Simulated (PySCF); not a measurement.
## Atomic charges against the basis set

Species: C₂H₅B₂F₂N.
Structure used (PBE0-D3(BJ)/def2-SVP), in Å, numbered top down from 1:
```xyz
12
C2H5B2F2N angstrom
B      2.558    0.651    0.154
N      1.136    0.086    0.186
C      0.072   -0.353    0.206
C     -1.261   -0.909    0.204
B     -2.426    0.150    0.042
F     -3.631   -0.275   -0.255
F     -2.235    1.431    0.220
H      3.111    0.214    1.155
H      2.442    1.868    0.163
H      3.054    0.226   -0.881
H     -1.347   -1.668   -0.591
H     -1.433   -1.448    1.154
```

PBE0 throughout (PySCF), one geometry, spherical d and f functions. Isolated species at its PBE0-D3(BJ)/def2-SVP geometry (one conformer only). Atoms taken as equivalent share a column and are averaged. The first 7 of 8 kinds of atom are listed.

Mulliken charges (e):

| basis | functions | B1 | N2 | C3 | C4 | B5 | F6/F7 | H8/H9/H10 |
| --- | --- | --- | --- | --- | --- | --- | --- | --- |
| STO-3G | 40 | -0.039 | -0.129 | +0.176 | -0.275 | +0.416 | -0.100 | -0.072 |
| 6-31G | 73 | -0.040 | -0.227 | +0.225 | -0.634 | +0.812 | -0.268 | -0.049 |
| pcSseg-0 | 73 | -0.108 | -0.361 | +0.107 | -0.754 | +1.043 | -0.293 | -0.004 |
| 6-31G* | 108 | -0.196 | -0.184 | +0.334 | -0.654 | +0.732 | -0.229 | -0.038 |
| cc-pVDZ | 123 | -0.255 | +0.075 | +0.039 | -0.108 | +0.281 | -0.060 | -0.054 |
| def2-SVP | 123 | -0.213 | +0.230 | -0.147 | -0.127 | +0.290 | -0.072 | -0.051 |
| pcSseg-1 | 144 | -0.091 | -0.279 | +0.254 | -0.435 | +0.796 | -0.260 | -0.050 |
| aug-cc-pVDZ | 206 | -1.546 | -0.379 | +0.223 | +0.435 | +0.973 | -0.375 | +0.449 |
| 6-311+G(2d,p) | 219 | -0.204 | +0.072 | +0.417 | -1.003 | +0.911 | -0.275 | -0.034 |
| def2-TZVP | 247 | -0.345 | +0.235 | -0.098 | -0.271 | +0.522 | -0.198 | -0.010 |
| cc-pVTZ | 280 | -0.353 | +0.222 | -0.006 | -0.238 | +0.398 | -0.150 | -0.011 |
| IGLO-III | 295 | -0.029 | -0.279 | +0.301 | -0.365 | +0.871 | -0.313 | -0.080 |
| pcSseg-2 | 322 | +0.192 | -0.380 | +0.266 | -0.138 | +0.720 | -0.297 | -0.090 |

IAO charges (e):

```tsv
basis	functions	B1	N2	C3	C4	B5	F6/F7	H8/H9/H10
STO-3G	40	-0.326	+0.036	+0.180	-0.439	+0.498	-0.142	-0.014
6-31G	73	-0.401	+0.044	+0.199	-0.489	+0.738	-0.280	+0.008
pcSseg-0	73	-0.419	+0.047	+0.206	-0.488	+0.718	-0.268	+0.010
6-31G*	108	-0.383	+0.037	+0.208	-0.491	+0.784	-0.292	-0.001
cc-pVDZ	123	-0.411	+0.048	+0.206	-0.491	+0.770	-0.287	+0.007
def2-SVP	123	-0.405	+0.052	+0.210	-0.490	+0.768	-0.286	+0.003
pcSseg-1	144	-0.406	+0.042	+0.209	-0.490	+0.780	-0.293	+0.006
aug-cc-pVDZ	206	-0.412	+0.047	+0.207	-0.497	+0.783	-0.295	+0.007
6-311+G(2d,p)	219	-0.411	+0.045	+0.209	-0.501	+0.790	-0.298	+0.007
def2-TZVP	247	-0.410	+0.044	+0.210	-0.502	+0.798	-0.300	+0.006
cc-pVTZ	280	-0.410	+0.044	+0.211	-0.503	+0.796	-0.299	+0.006
IGLO-III	295	-0.411	+0.044	+0.210	-0.502	+0.796	-0.300	+0.006
pcSseg-2	322	-0.408	+0.044	+0.210	-0.502	+0.798	-0.300	+0.006
```

Some averages cover members that differ in this geometry, most widely: F6/F7, Mulliken in aug-cc-pVDZ -0.423 to -0.328 e.

Q: Which scheme is steadiest as the basis changes?

A: Largest range over the bases for any column: IAO 0.30 e, Mulliken 1.74 e. IAO charges move least and Mulliken charges most, counted in e. Without the minimal STO-3G basis the ranges are IAO 0.08, Mulliken 1.74 e.

Q: How much do the charges still move between the two largest bases, IGLO-III and pcSseg-2?

A: At most, over all atoms: Mulliken 0.227 e, IAO 0.002 e.

Q: What do the same runs give for the total energy, the frontier levels and the dipole moment?

A: 
| basis | energy (Eh) | HOMO (eV) | LUMO (eV) | μ (D) |
| --- | --- | --- | --- | --- |
| STO-3G | -377.9091 | -5.83 | 2.09 | 7.25 |
| 6-31G | -382.9274 | -7.58 | -1.01 | 6.66 |
| pcSseg-0 | -382.1770 | -7.83 | -1.09 | 6.85 |
| 6-31G* | -383.0274 | -7.50 | -0.63 | 6.90 |
| cc-pVDZ | -383.0526 | -7.60 | -0.83 | 6.78 |
| def2-SVP | -382.7508 | -7.63 | -0.88 | 6.82 |
| pcSseg-1 | -383.0018 | -7.73 | -1.02 | 6.84 |
| aug-cc-pVDZ | -383.0723 | -7.70 | -1.12 | 6.74 |
| 6-311+G(2d,p) | -383.1543 | -7.73 | -1.11 | 6.76 |
| def2-TZVP | -383.1918 | -7.71 | -1.02 | 6.80 |
| cc-pVTZ | -383.1766 | -7.70 | -0.97 | 6.81 |
| IGLO-III | -383.1987 | -7.73 | -1.07 | 6.78 |
| pcSseg-2 | -383.1907 | -7.72 | -1.07 | 6.80 |

The dipole is fixed by the density alone, so its range of 0.59 D shows that the density itself changes with the basis, not only its division among atoms.
